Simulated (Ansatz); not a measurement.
Geometry optimisation of ClFH4O2Si2, SMILES `O[Si](F)(Cl)O[SiH3]`.

```yaml
crystal:
  periodic: [false, false, false]
  atoms:
    - {symbol: O, position_ang: [-0.489150, -2.415780, -0.397570]}
    - {symbol: Si, position_ang: [0.204090, -1.195070, 0.381260]}
    - {symbol: F, position_ang: [-0.441980, -1.088360, 1.849270]}
    - {symbol: Cl, position_ang: [2.129170, -1.585300, 0.526000]}
    - {symbol: O, position_ang: [-0.109240, 0.202730, -0.333410]}
    - {symbol: Si, position_ang: [0.016740, 1.833620, -0.339760]}
    - {symbol: H, position_ang: [-1.417670, -2.412400, -0.618440]}
    - {symbol: H, position_ang: [1.411090, 2.151860, -0.635010]}
    - {symbol: H, position_ang: [-0.912880, 2.187840, -1.407470]}
    - {symbol: H, position_ang: [-0.390170, 2.320870, 0.975120]}
basis:
  gaussian: {orbitals: def2-TZVP}
hamiltonian: {xc: pbe0, dispersion: d4}
relax: {f_tol: 0.005, max_steps: 150}
```

```sh
$ ansatz run in.yaml --threads 2 --pin off --events-out ev --progress --plain --max-ram 31744MiB --backend cuda --devices 0, --max-vram 18GiB
```

Shortened log:

```
Functional definition: PBE0
mean field -35147.44014422 eV, -1291.6446015096 hartree, gradient 6.1e-5 eV, S^2 0.000000; 0 other end points of the search recorded, 0 dependent functions left out
relax step   1: F+E_penalty+E_count = -35147.68346025 eV  Δ(F+E_penalty+E_count) = +0.000e0 eV  max|allowed force component| = 1.689e0 eV/Å  Δτ_max = 0.0000 Å  (27 SCF iters, accepted)
mean field -35147.54630862 eV, -1291.6485029792 hartree, gradient 8.0e-6 eV, S^2 0.000000; 0 other end points of the search recorded, 0 dependent functions left out
relax step   2: F+E_penalty+E_count = -35147.78780226 eV  Δ(F+E_penalty+E_count) = -1.043e-1 eV  max|allowed force component| = 5.595e-1 eV/Å  Δτ_max = 0.1069 Å  (31 SCF iters, accepted)
mean field -35147.55648523 eV, -1291.6488769627 hartree, gradient 7.9e-6 eV, S^2 0.000000; 0 other end points of the search recorded, 0 dependent functions left out
relax step   3: F+E_penalty+E_count = -35147.79807901 eV  Δ(F+E_penalty+E_count) = -1.028e-2 eV  max|allowed force component| = 2.949e-1 eV/Å  Δτ_max = 0.0288 Å  (31 SCF iters, accepted)
mean field -35147.55869238 eV, -1291.6489580742 hartree, gradient 7.9e-6 eV, S^2 0.000000; 0 other end points of the search recorded, 0 dependent functions left out
relax step   4: F+E_penalty+E_count = -35147.80053835 eV  Δ(F+E_penalty+E_count) = -2.459e-3 eV  max|allowed force component| = 6.963e-2 eV/Å  Δτ_max = 0.0145 Å  (32 SCF iters, accepted)
mean field -35147.55913088 eV, -1291.6489741885 hartree, gradient 8.0e-6 eV, S^2 0.000000; 0 other end points of the search recorded, 0 dependent functions left out
relax step   5: F+E_penalty+E_count = -35147.80104724 eV  Δ(F+E_penalty+E_count) = -5.089e-4 eV  max|allowed force component| = 4.834e-2 eV/Å  Δτ_max = 0.0063 Å  (32 SCF iters, accepted)
mean field -35147.55978990 eV, -1291.6489984073 hartree, gradient 8.1e-6 eV, S^2 0.000000; 0 other end points of the search recorded, 0 dependent functions left out
relax step   6: F+E_penalty+E_count = -35147.80181284 eV  Δ(F+E_penalty+E_count) = -7.656e-4 eV  max|allowed force component| = 4.540e-2 eV/Å  Δτ_max = 0.0199 Å  (31 SCF iters, accepted)
mean field -35147.56003547 eV, -1291.6490074318 hartree, gradient 8.1e-6 eV, S^2 0.000000; 0 other end points of the search recorded, 0 dependent functions left out
relax step   7: F+E_penalty+E_count = -35147.80210374 eV  Δ(F+E_penalty+E_count) = -2.909e-4 eV  max|allowed force component| = 3.497e-2 eV/Å  Δτ_max = 0.0072 Å  (32 SCF iters, accepted)
mean field -35147.55996024 eV, -1291.6490046671 hartree, gradient 1.2e-5 eV, S^2 0.000000; 0 other end points of the search recorded, 0 dependent functions left out
relax step   8: F+E_penalty+E_count = -35147.80288526 eV  Δ(F+E_penalty+E_count) = -7.815e-4 eV  max|allowed force component| = 1.377e-1 eV/Å  Δτ_max = 0.0889 Å  (30 SCF iters, accepted)
mean field -35147.56078144 eV, -1291.6490348456 hartree, gradient 8.3e-6 eV, S^2 0.000000; 0 other end points of the search recorded, 0 dependent functions left out
relax step   9: F+E_penalty+E_count = -35147.80360167 eV  Δ(F+E_penalty+E_count) = -7.164e-4 eV  max|allowed force component| = 7.649e-2 eV/Å  Δτ_max = 0.0171 Å  (30 SCF iters, accepted)
mean field -35147.56078664 eV, -1291.6490350368 hartree, gradient 5.0e-5 eV, S^2 0.000000; 0 other end points of the search recorded, 0 dependent functions left out
relax step  10: F+E_penalty+E_count = -35147.80362173 eV  Δ(F+E_penalty+E_count) = -2.006e-5 eV  max|allowed force component| = 7.523e-2 eV/Å  Δτ_max = 0.0009 Å  (21 SCF iters, accepted)
mean field -35147.56072860 eV, -1291.6490329035 hartree, gradient 8.3e-6 eV, S^2 0.000000; 0 other end points of the search recorded, 0 dependent functions left out
relax step  11: F+E_penalty+E_count = -35147.80360952 eV  Δ(F+E_penalty+E_count) = +1.221e-5 eV  max|allowed force component| = 4.768e-2 eV/Å  Δτ_max = 0.0132 Å  (33 SCF iters, rejected (line search))
mean field -35147.56109521 eV, -1291.6490463765 hartree, gradient 8.3e-6 eV, S^2 0.000000; 0 other end points of the search recorded, 0 dependent functions left out
relax step  12: F+E_penalty+E_count = -35147.80400373 eV  Δ(F+E_penalty+E_count) = -3.820e-4 eV  max|allowed force component| = 1.621e-2 eV/Å  Δτ_max = 0.0063 Å  (32 SCF iters, accepted)
mean field -35147.56145155 eV, -1291.6490594716 hartree, gradient 8.4e-6 eV, S^2 0.000000; 0 other end points of the search recorded, 0 dependent functions left out
relax step  13: F+E_penalty+E_count = -35147.80436100 eV  Δ(F+E_penalty+E_count) = -3.573e-4 eV  max|allowed force component| = 1.696e-2 eV/Å  Δτ_max = 0.0334 Å  (30 SCF iters, accepted)
mean field -35147.56152959 eV, -1291.6490623394 hartree, gradient 8.4e-6 eV, S^2 0.000000; 0 other end points of the search recorded, 0 dependent functions left out
relax step  14: F+E_penalty+E_count = -35147.80456650 eV  Δ(F+E_penalty+E_count) = -2.055e-4 eV  max|allowed force component| = 2.362e-2 eV/Å  Δτ_max = 0.0295 Å  (31 SCF iters, accepted)
mean field -35147.56155556 eV, -1291.6490632939 hartree, gradient 8.3e-6 eV, S^2 0.000000; 0 other end points of the search recorded, 0 dependent functions left out
relax step  15: F+E_penalty+E_count = -35147.80468943 eV  Δ(F+E_penalty+E_count) = -1.229e-4 eV  max|allowed force component| = 3.237e-2 eV/Å  Δτ_max = 0.0156 Å  (31 SCF iters, accepted)
mean field -35147.56154210 eV, -1291.6490627992 hartree, gradient 8.4e-6 eV, S^2 0.000000; 0 other end points of the search recorded, 0 dependent functions left out
relax step  16: F+E_penalty+E_count = -35147.80487239 eV  Δ(F+E_penalty+E_count) = -1.830e-4 eV  max|allowed force component| = 3.405e-2 eV/Å  Δτ_max = 0.0233 Å  (31 SCF iters, accepted)
mean field -35147.56154356 eV, -1291.6490628530 hartree, gradient 8.4e-6 eV, S^2 0.000000; 0 other end points of the search recorded, 0 dependent functions left out
relax step  17: F+E_penalty+E_count = -35147.80495780 eV  Δ(F+E_penalty+E_count) = -8.541e-5 eV  max|allowed force component| = 3.488e-2 eV/Å  Δτ_max = 0.0184 Å  (31 SCF iters, accepted)
mean field -35147.56153546 eV, -1291.6490625552 hartree, gradient 8.4e-6 eV, S^2 0.000000; 0 other end points of the search recorded, 0 dependent functions left out
relax step  18: F+E_penalty+E_count = -35147.80500906 eV  Δ(F+E_penalty+E_count) = -5.126e-5 eV  max|allowed force component| = 1.700e-2 eV/Å  Δτ_max = 0.0097 Å  (32 SCF iters, accepted)
mean field -35147.56154951 eV, -1291.6490630718 hartree, gradient 8.4e-6 eV, S^2 0.000000; 0 other end points of the search recorded, 0 dependent functions left out
relax step  19: F+E_penalty+E_count = -35147.80504738 eV  Δ(F+E_penalty+E_count) = -3.832e-5 eV  max|allowed force component| = 1.438e-2 eV/Å  Δτ_max = 0.0119 Å  (32 SCF iters, accepted)
mean field -35147.56155667 eV, -1291.6490633346 hartree, gradient 8.4e-6 eV, S^2 0.000000; 0 other end points of the search recorded, 0 dependent functions left out
relax step  20: F+E_penalty+E_count = -35147.80509502 eV  Δ(F+E_penalty+E_count) = -4.764e-5 eV  max|allowed force component| = 1.416e-2 eV/Å  Δτ_max = 0.0062 Å  (32 SCF iters, accepted)
mean field -35147.56158519 eV, -1291.6490643829 hartree, gradient 8.4e-6 eV, S^2 0.000000; 0 other end points of the search recorded, 0 dependent functions left out
relax step  21: F+E_penalty+E_count = -35147.80515163 eV  Δ(F+E_penalty+E_count) = -5.661e-5 eV  max|allowed force component| = 2.635e-2 eV/Å  Δτ_max = 0.0091 Å  (31 SCF iters, accepted)
mean field -35147.56163752 eV, -1291.6490663059 hartree, gradient 8.3e-6 eV, S^2 0.000000; 0 other end points of the search recorded, 0 dependent functions left out
relax step  22: F+E_penalty+E_count = -35147.80521499 eV  Δ(F+E_penalty+E_count) = -6.336e-5 eV  max|allowed force component| = 3.415e-2 eV/Å  Δτ_max = 0.0157 Å  (31 SCF iters, accepted)
mean field -35147.56169257 eV, -1291.6490683290 hartree, gradient 8.3e-6 eV, S^2 0.000000; 0 other end points of the search recorded, 0 dependent functions left out
relax step  23: F+E_penalty+E_count = -35147.80524680 eV  Δ(F+E_penalty+E_count) = -3.181e-5 eV  max|allowed force component| = 4.725e-2 eV/Å  Δτ_max = 0.0095 Å  (32 SCF iters, accepted)
mean field -35147.56174420 eV, -1291.6490702262 hartree, gradient 8.3e-6 eV, S^2 0.000000; 0 other end points of the search recorded, 0 dependent functions left out
relax step  24: F+E_penalty+E_count = -35147.80527092 eV  Δ(F+E_penalty+E_count) = -2.413e-5 eV  max|allowed force component| = 4.128e-2 eV/Å  Δτ_max = 0.0045 Å  (32 SCF iters, accepted)
mean field -35147.56179194 eV, -1291.6490719806 hartree, gradient 8.2e-6 eV, S^2 0.000000; 0 other end points of the search recorded, 0 dependent functions left out
relax step  25: F+E_penalty+E_count = -35147.80525846 eV  Δ(F+E_penalty+E_count) = +1.246e-5 eV  max|allowed force component| = 4.126e-2 eV/Å  Δτ_max = 0.0123 Å  (31 SCF iters, rejected (line search))
mean field -35147.56181759 eV, -1291.6490729235 hartree, gradient 8.3e-6 eV, S^2 0.000000; 0 other end points of the search recorded, 0 dependent functions left out
relax step  26: F+E_penalty+E_count = -35147.80531996 eV  Δ(F+E_penalty+E_count) = -4.904e-5 eV  max|allowed force component| = 7.277e-3 eV/Å  Δτ_max = 0.0060 Å  (32 SCF iters, accepted)
mean field -35147.56183540 eV, -1291.6490735779 hartree, gradient 8.2e-6 eV, S^2 0.000000; 0 other end points of the search recorded, 0 dependent functions left out
relax step  27: F+E_penalty+E_count = -35147.80532915 eV  Δ(F+E_penalty+E_count) = -9.184e-6 eV  max|allowed force component| = 5.495e-3 eV/Å  Δτ_max = 0.0059 Å  (32 SCF iters, accepted)
mean field -35147.56186034 eV, -1291.6490744946 hartree, gradient 8.2e-6 eV, S^2 0.000000; 0 other end points of the search recorded, 0 dependent functions left out
relax step  28: F+E_penalty+E_count = -35147.80533364 eV  Δ(F+E_penalty+E_count) = -4.488e-6 eV  max|allowed force component| = 6.962e-3 eV/Å  Δτ_max = 0.0087 Å  (33 SCF iters, accepted)
mean field -35147.56185967 eV, -1291.6490744698 hartree, gradient 1.4e-5 eV, S^2 0.000000; 0 other end points of the search recorded, 0 dependent functions left out
relax step  29: F+E_penalty+E_count = -35147.80533765 eV  Δ(F+E_penalty+E_count) = -4.010e-6 eV  max|allowed force component| = 3.519e-3 eV/Å  Δτ_max = 0.0025 Å  (24 SCF iters, accepted)
mean field -35147.56185967 eV, -1291.6490744698 hartree, gradient 2.0e-5 eV, S^2 0.000000; 1 other end points of the search recorded, 0 dependent functions left out
Total energy: -35147.80537168 eV, -1291.6580233712 hartree
Atom 0 at    -0.451791    -2.453167    -0.431577 Å, force    -0.003519    -0.001663    -0.001640 eV/Å
Atom 1 at     0.131066    -1.219914     0.430976 Å, force     0.001897     0.001329     0.002605 eV/Å
Atom 2 at    -0.394979    -1.289078     1.922048 Å, force     0.000457    -0.000183    -0.001620 eV/Å
Atom 3 at     2.142327    -1.414169     0.479800 Å, force    -0.001069     0.000244     0.000159 eV/Å
Atom 4 at    -0.308238     0.197026    -0.180464 Å, force    -0.000267     0.000787     0.000642 eV/Å
Atom 5 at     0.003304     1.804469    -0.345135 Å, force     0.000477     0.000367    -0.000779 eV/Å
Atom 6 at    -1.378816    -2.445803    -0.675446 Å, force     0.002552     0.000280     0.000361 eV/Å
Atom 7 at     1.440821     2.005804    -0.648887 Å, force    -0.000255    -0.000451     0.000150 eV/Å
Atom 8 at    -0.831779     2.305283    -1.461682 Å, force    -0.000272    -0.000364     0.000243 eV/Å
Atom 9 at    -0.351915     2.509561     0.910358 Å, force    -0.000002    -0.000346    -0.000121 eV/Å
Dipole moment:    -0.323250     0.216137    -0.250240 e Å
```

It took 37 s on 2 threads of an AMD EPYC 7R13 on a shared host and a share of an NVIDIA H100 80 GB, with 0.88 GiB of host memory at the peak.
